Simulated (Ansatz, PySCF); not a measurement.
BrH2MoNO2, SMILES [NH2][Mo](=[O])(=[O])[Br], multiplicity 1. Atoms are numbered in the order given.

```xyz
7

Mo     0.0875    -0.6254     0.0000
O      0.8991    -1.1247    -1.3894
O      0.8991    -1.1247     1.3894
Br    -0.1092     1.8117     0.0000
N     -1.6629    -1.4213     0.0000
H     -2.1406    -1.7403    -0.8423
H     -2.1406    -1.7403     0.8423
```
Charge 0, spin multiplicity 1.

Geometry optimised at B3LYP-D3(BJ)/def2-SVP. The spin state was assumed, not searched. The structure was generated by enumeration; whether it is a known compound was not checked. The def2 effective core potentials stand for the cores of Mo; spin–orbit coupling is left out. One conformer was computed; it need not be the lowest.

Two levels are set side by side: PBE-D3(BJ)/def2-SVP (Ansatz, a program for electronic structure) and B3LYP-D3(BJ)/def2-SVP (Ansatz). Each level has its own optimised geometry; the coordinates shown are those of the second. Frequencies come from the Hessian of PySCF at each geometry. Differences are taken from unrounded values.

| quantity | B3LYP-D3(BJ) |
|---|---|
| mean bond length (Å) | 1.629 |
| bond Mo1–O2 (Å) | 1.685 |
| bond Mo1–O3 (Å) | 1.685 |
| bond Mo1–Br4 (Å) | 2.445 |
| bond Mo1–N5 (Å) | 1.923 |
| bond N5–H6 (Å) | 1.019 |
| bond N5–H7 (Å) | 1.019 |
| highest harmonic wavenumber (cm⁻¹) | 3629 |
| mean harmonic wavenumber (cm⁻¹) | 961 |
| zero-point energy (kcal/mol) | 20.60 |

### Question
What does PBE-D3(BJ) give, and how far is it from B3LYP-D3(BJ)? (Estimate from the structure and the level; the computed values follow.)

### Answer

```
quantity                            PBE-D3(BJ)  PBE-D3(BJ) minus B3LYP-D3(BJ)
----------------------------------  ----------  -----------------------------
mean bond length (Å)                     1.636                          0.007
bond Mo1–O2 (Å)                          1.698                          0.013
bond Mo1–O3 (Å)                          1.698                          0.013
bond Mo1–Br4 (Å)                         2.441                         -0.004
bond Mo1–N5 (Å)                          1.928                          0.005
bond N5–H6 (Å)                           1.026                          0.007
bond N5–H7 (Å)                           1.026                          0.007
highest harmonic wavenumber (cm⁻¹)        3562                            -67
mean harmonic wavenumber (cm⁻¹)            935                            -26
zero-point energy (kcal/mol)             20.04                          -0.56
```

GGA bonds tend to be longer and softer than those of functionals with exact exchange. Differences between two approximate levels are no errors against the true value.
